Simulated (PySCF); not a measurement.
Correlation energy of Si²⁺ (silicon, charge +2)

[Ne] 3s1 4s1, high-spin 3S determinant (an excited configuration). Computed with PySCF 2.14 in x2c-TZVPPall with one added diffuse shell each of s, p, d type (6s6p4d1f, 51 functions), with scalar relativity by spin-free X2C-1e. Frozen: [Ne]; 2 electrons correlated.

With two correlated electrons CCSD is exact within the correlated space (frozen core and kept virtual orbitals).

```tsv
level	correlation energy (mhartree)
CCSD	-8.40
```

Diagnostics: T1 = 0.0073, D1 = 0.0146, largest double amplitude 0.064.

The outer electron is Rydberg-like, and this basis confines it to a smaller radius and binds it less than a complete one would.

Cost of the coupled-cluster step: about 0.6 core-seconds, for 2 correlated electrons.
